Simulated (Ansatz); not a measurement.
`[OH][Ga]([F])[Cl]` + `C[N]=[Mo](=[O])([OH])[N](C)C` → `C[N](C)[Ga]([OH])[Cl]` + `C[N]=[Mo](=[O])([OH])[F]`  (redistribution)

Gas-phase electronic energies from Ansatz, PBE0-D4/def2-TZVP geometries. CCSD(T)/CBS adds triple-zeta CCSD(T) − MP2 to the extrapolated MP2 energy (def2 sets, frozen cores). Functionals use def2-TZVPP. def2 core potentials past Kr. For Ga, Mo outer-core shells are correlated without core-valence functions, which leaves a few kJ/mol of doubt a bond. Scalar relativity is left out up to krypton. One conformer a species, not always the lowest.

`[OH][Ga]([F])[Cl]`:

Cartesian coordinates in Å:
```
O 0.695 1.148 0.379
Ga -0.385 -0.127 -0.174
F -1.927 0.352 -0.803
Cl 0.085 -2.189 -0.117
H 1.532 0.816 0.715
```

`C[N]=[Mo](=[O])([OH])[N](C)C`:

```xyz
18

C    -0.175   -0.250   -3.090
N     0.079    0.267   -1.792
Mo    1.009    0.312   -0.331
O     2.242   -0.846   -0.323
O     1.708    2.081   -0.164
N    -0.240   -0.075    1.083
C     0.276   -0.483    2.371
C    -1.681   -0.069    1.025
H    -1.206   -0.617   -3.148
H    -0.066    0.541   -3.839
H     0.500   -1.074   -3.346
H     2.512    2.205    0.348
H     1.368   -0.528    2.362
H    -0.095   -1.480    2.642
H    -0.029    0.219    3.157
H    -2.019    0.212    0.029
H    -2.086   -1.060    1.271
H    -2.097    0.648    1.746
```

`C[N](C)[Ga]([OH])[Cl]`:

Z-matrix (Å, degrees):
```
C
N 1 1.440
H 1 1.099 2 111.3
H 1 1.091 2 110.9 3 120.1
H 1 1.099 2 111.3 3 -119.8
C 2 1.442 1 114.3 3 60.0
Ga 2 1.797 1 123.9 3 -119.8
H 6 1.099 2 111.3 1 59.8
H 6 1.099 2 111.3 1 -60.0
H 6 1.092 2 110.9 1 179.9
O 7 1.776 2 119.7 1 179.8
Cl 7 2.140 2 120.8 1 -0.2
H 11 0.959 7 113.2 2 180.0
```

`C[N]=[Mo](=[O])([OH])[F]`:

```xyz
10

C     0.042   -0.530   -1.676
N     0.349   -0.093   -0.360
Mo   -0.055    0.782    1.062
O    -1.580    1.431    0.816
O    -0.091   -0.420    2.504
F     1.222    2.116    1.299
H    -0.958   -0.202   -1.981
H     0.778   -0.132   -2.381
H     0.087   -1.622   -1.725
H     0.207   -1.330    2.442
```

Q: Is it downhill or uphill in electronic energy at CCSD(T)/CBS, and by how much? (An estimate is asked.)

A: The calculation gave: Downhill: ΔE = -16.1 kJ/mol.

Q: What do these levels give: ωB97X-V, HF/def2-TZVPP, CCSD/def2-TZVPP, HF/def2-QZVPP, MP2/def2-QZVPP, MP2/CBS(def2)? (Best estimate.)

A: The calculation gave: ωB97X-V -24.5, HF/def2-TZVPP -22.6, CCSD/def2-TZVPP -14.0, HF/def2-QZVPP -21.2, MP2/def2-QZVPP -5.9, MP2/CBS(def2) -9.3 kJ/mol.

Largest T1 diagnostic among the species: 0.022, so the coupled-cluster value is less sure than usual.

In def2-TZVPP, CCSD(T) changes the Hartree–Fock value by +13.2 kJ/mol (the triples alone add +4.5 kJ/mol) and MP2 by +20.0 kJ/mol. The D4 term adds +4.3 kJ/mol with B3LYP and +2.9 kJ/mol with PBE0; it sums over pairs of atoms, weighted by their polarisabilities, and B3LYP, whose exchange is more repulsive, gets the larger term.

B3LYP here is the variant with VWN-RPA as its local correlation; programs differ in this.
